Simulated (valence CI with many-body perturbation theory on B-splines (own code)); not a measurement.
**E1 line list for Tb⁵⁸⁺**

Calculated by valence CI with perturbative core correlation (CI+MBPT): five valence electrons over a frozen Dirac-Fock core [He], radial functions for each j: 11 s, 11 p, 10 d, 8 f, 5 g, 2 h, with the one-electron correlation potential Σ1 (screened to all orders), the two-electron term Σ2, the three-electron term Σ3, Breit, model QED; selected single and double excitations, second order for the rest, scaled by the run's own slope (own B-spline code, finite nucleus).

No measured spectrum was set against this ion. As an estimate, large intervals hold to a few tenths of a per cent, small ones and those within an open d or f shell to about a per cent. Among the levels kept, up to 7300 cm⁻¹ of a level comes from second order outside the variational space, and about a tenth of that is noise between levels of different J, which matters for small intervals.

Lines 151 to 200 of 580 in falling wavelength, among levels below 9343.2 eV, chosen from the strongest by gf and those to the six lowest levels. Wavelengths and rates use the calculated energies. Electric multipoles are in the length gauge, E1 and E2 with the static RPA response of the core. Weak lines are less certain than strong ones. Lines between different terms over intervals too small for the method are left out, as are lines whose strength nearly cancels. The highest levels of a list are the least certain.

Levels are named by their leading jj configuration (3d3/2^4 stands for four electrons in 3d with j = 3/2), which in mixed levels can hold well under half, so a name can repeat and another be missing. Letters in brackets count levels of one name in rising energy.

```tsv
λ vac (nm)	Upper	Lower	A (s⁻¹)	S (a.u.)
3.740	(2s 2p1/2 2p3/2^2 3p3/2) J=1/2 [e]	(2s 2p1/2 2p3/2^2 3s) J=1/2 [c]	2.78e+11	1.44e-02
3.736	(2s 2p1/2^2 2p3/2 3p3/2) J=3/2 [b]	(2s 2p1/2^2 2p3/2 3s) J=3/2 [b]	1.13e+11	1.17e-02
3.730	(2s^2 2p1/2 2p3/2 3d3/2) J=5/2 [b]	(2s^2 2p1/2 2p3/2 3p1/2) J=5/2	1.30e+11	1.99e-02
3.728	(2s^2 2p1/2 2p3/2 3p3/2) J=3/2 [b]	(2s^2 2p1/2 2p3/2 3s) J=3/2 [b]	1.84e+11	1.88e-02
3.725	(2s^2 2p1/2 2p3/2 3p3/2) J=5/2 [b]	(2s^2 2p1/2 2p3/2 3s) J=3/2 [b]	2.63e+11	4.03e-02
3.723	(2s 2p1/2 2p3/2^2 3d5/2) J=5/2 [b]	(2s 2p1/2 2p3/2^2 3p1/2) J=3/2 [c]	8.15e+10	1.25e-02
3.691	(2p1/2^2 2p3/2^2 3p3/2) J=3/2 [a]	(2s 2p1/2 2p3/2^2 3p3/2) J=3/2 [c]	2.31e+11	2.30e-02
3.665	(2s^2 2p1/2 2p3/2 3p3/2) J=3/2 [b]	(2s^2 2p1/2 2p3/2 3s) J=5/2	1.07e+11	1.04e-02
3.663	(2s^2 2p1/2 2p3/2 3p3/2) J=5/2 [b]	(2s^2 2p1/2 2p3/2 3s) J=5/2	2.82e+11	4.10e-02
3.657	(2s 2p1/2 2p3/2^2 3d3/2) J=5/2 [e]	(2s 2p1/2 2p3/2^2 3p1/2) J=5/2 [c]	9.28e+10	1.34e-02
3.651	(2s^2 2p1/2 2p3/2 3d3/2) J=3/2 [b]	(2s^2 2p1/2 2p3/2 3p1/2) J=5/2	1.10e+11	1.06e-02
3.649	(2s 2p1/2 2p3/2^2 3p3/2) J=5/2 [c]	(2s 2p1/2 2p3/2^2 3s) J=5/2 [b]	2.04e+11	2.93e-02
3.619	(2s 2p1/2 2p3/2^2 3p3/2) J=1/2 [d]	(2s 2p1/2 2p3/2^2 3s) J=3/2 [d]	3.21e+11	1.50e-02
3.586	(2s 2p1/2^2 2p3/2 3p3/2) J=5/2 [a]	(2s 2p1/2^2 2p3/2 3s) J=5/2	2.86e+11	3.90e-02
3.570	(2p1/2^2 2p3/2^2 3p3/2) J=3/2 [a]	(2s 2p1/2 2p3/2^2 3p3/2) J=5/2 [c]	1.43e+11	1.29e-02
3.562	(2p1/2^2 2p3/2^2 3p3/2) J=5/2	(2s 2p1/2 2p3/2^2 3p3/2) J=7/2 [b]	8.76e+10	1.17e-02
3.560	(2s^2 2p1/2 2p3/2 3p3/2) J=3/2 [b]	(2s^2 2p1/2 2p3/2 3s) J=1/2	1.15e+11	1.02e-02
3.555	(2p1/2^2 2p3/2^2 3d3/2) J=7/2	(2s 2p1/2 2p3/2^2 3d3/2) J=9/2	8.43e+10	1.50e-02
3.550	(2s 2p1/2 2p3/2^2 3p3/2) J=3/2 [g]	(2s 2p1/2 2p3/2^2 3s) J=3/2 [d]	1.37e+11	1.21e-02
3.546	(2p1/2^2 2p3/2^2 3p3/2) J=7/2	(2s 2p1/2 2p3/2^2 3p3/2) J=9/2	9.00e+10	1.58e-02
3.531	(2s 2p1/2 2p3/2^2 3p3/2) J=3/2 [c]	(2s 2p1/2 2p3/2^2 3s) J=5/2 [b]	1.95e+11	1.70e-02
3.523	(2s 2p1/2^2 2p3/2^2) J=3/2	(2s^2 2p1/2 2p3/2^2) J=5/2	5.93e+10	5.12e-03
3.520	(2s^2 2p3/2^2 3p3/2) J=3/2 [a]	(2s^2 2p3/2^2 3s) J=3/2	4.51e+11	3.88e-02
3.517	(2p1/2^2 2p3/2^2 3p1/2) J=5/2	(2s 2p1/2 2p3/2^2 3p1/2) J=7/2	1.42e+11	1.83e-02
3.507	(2s 2p1/2 2p3/2^2 3p3/2) J=3/2 [g]	(2s 2p1/2 2p3/2^2 3s) J=3/2 [c]	1.92e+11	1.63e-02
3.498	(2s^2 2p1/2 2p3/2 3p3/2) J=1/2 [b]	(2s^2 2p1/2 2p3/2 3s) J=3/2 [b]	5.96e+11	2.52e-02
3.472	(2s^2 2p1/2 2p3/2 3p3/2) J=3/2 [b]	(2s^2 2p1/2 2p3/2 3s) J=3/2 [a]	1.36e+11	1.12e-02
3.433	(2s^2 2p3/2^2 3p3/2) J=3/2 [a]	(2s^2 2p3/2^2 3s) J=5/2	1.22e+11	9.75e-03
3.413	(2s 2p1/2 2p3/2^2 3p3/2) J=5/2 [c]	(2s 2p1/2 2p3/2^2 3s) J=7/2	2.05e+11	2.42e-02
3.313	(2s 2p1/2^2 2p3/2^2) J=3/2	(2s^2 2p1/2 2p3/2^2) J=3/2	2.03e+10	1.46e-03
3.308	(2p1/2^2 2p3/2^3) J=3/2	(2s 2p1/2 2p3/2^3) J=5/2	1.31e+11	9.37e-03
1.245	(2s 2p1/2 2p3/2^2 3p3/2) J=7/2 [a]	(2s^2 2p1/2 2p3/2 3p3/2) J=5/2 [a]	7.10e+11	5.41e-03
1.244	(2s 2p1/2 2p3/2^2 3d5/2) J=9/2 [a]	(2s^2 2p1/2 2p3/2 3d5/2) J=7/2 [a]	6.58e+11	6.25e-03
1.240	(2s 2p1/2 2p3/2^2 3d5/2) J=9/2 [b]	(2s^2 2p1/2 2p3/2 3d5/2) J=7/2 [b]	4.05e+11	3.82e-03
1.240	(2s 2p1/2 2p3/2^2 3s) J=5/2 [a]	(2s^2 2p1/2 2p3/2 3s) J=3/2 [a]	8.69e+11	4.91e-03
1.238	(2s 2p1/2 2p3/2^2 3p3/2) J=7/2 [b]	(2s^2 2p1/2 2p3/2 3p3/2) J=5/2 [b]	6.69e+11	5.01e-03
1.229	(2s 2p1/2 2p3/2^2 3p1/2) J=5/2 [a]	(2s^2 2p1/2 2p3/2 3p1/2) J=3/2 [a]	8.08e+11	4.44e-03
1.227	(2s 2p1/2 2p3/2^2 3d3/2) J=7/2 [a]	(2s^2 2p1/2 2p3/2 3d3/2) J=5/2 [a]	6.10e+11	4.45e-03
1.217	(2s 2p1/2 2p3/2^2 3d5/2) J=11/2	(2s^2 2p1/2 2p3/2 3d5/2) J=9/2	6.98e+11	7.45e-03
1.216	(2s 2p1/2 2p3/2^2 3s) J=7/2	(2s^2 2p1/2 2p3/2 3s) J=5/2	8.27e+11	5.88e-03
1.214	(2s 2p1/2 2p3/2^2 3d3/2) J=7/2 [b]	(2s^2 2p1/2 2p3/2 3d3/2) J=5/2 [b]	5.75e+11	4.06e-03
1.211	(2s 2p1/2 2p3/2^2 3p1/2) J=5/2 [b]	(2s^2 2p1/2 2p3/2 3p1/2) J=3/2 [b]	7.49e+11	3.94e-03
1.210	(2s 2p1/2 2p3/2^2 3p3/2) J=9/2	(2s^2 2p1/2 2p3/2 3p3/2) J=7/2	7.21e+11	6.31e-03
1.208	(2s 2p1/2 2p3/2^2 3d3/2) J=9/2	(2s^2 2p1/2 2p3/2 3d3/2) J=7/2	6.65e+11	5.79e-03
1.207	(2s 2p1/2 2p3/2^2 3p1/2) J=7/2	(2s^2 2p1/2 2p3/2 3p1/2) J=5/2	7.90e+11	5.49e-03
1.188	(2s 2p1/2^2 2p3/2^2) J=5/2	(2s^2 2p1/2^2 2p3/2) J=3/2	8.61e+11	4.27e-03
1.188	(2p1/2^2 2p3/2^2 3p3/2) J=5/2	(2s 2p1/2^2 2p3/2 3p3/2) J=3/2 [b]	1.46e+12	7.26e-03
1.184	(2s 2p1/2 2p3/2^2 3p3/2) J=5/2 [b]	(2s 2p1/2^2 2p3/2 3s) J=3/2 [b]	8.16e+11	4.01e-03
1.178	(2s 2p1/2 2p3/2^2 3p3/2) J=5/2 [b]	(2s^2 2p1/2 2p3/2 3p3/2) J=3/2 [a]	7.21e+11	3.49e-03
1.171	(2p1/2^2 2p3/2^2 3p3/2) J=7/2	(2s 2p1/2^2 2p3/2 3p3/2) J=5/2 [b]	2.51e+12	1.59e-02
```
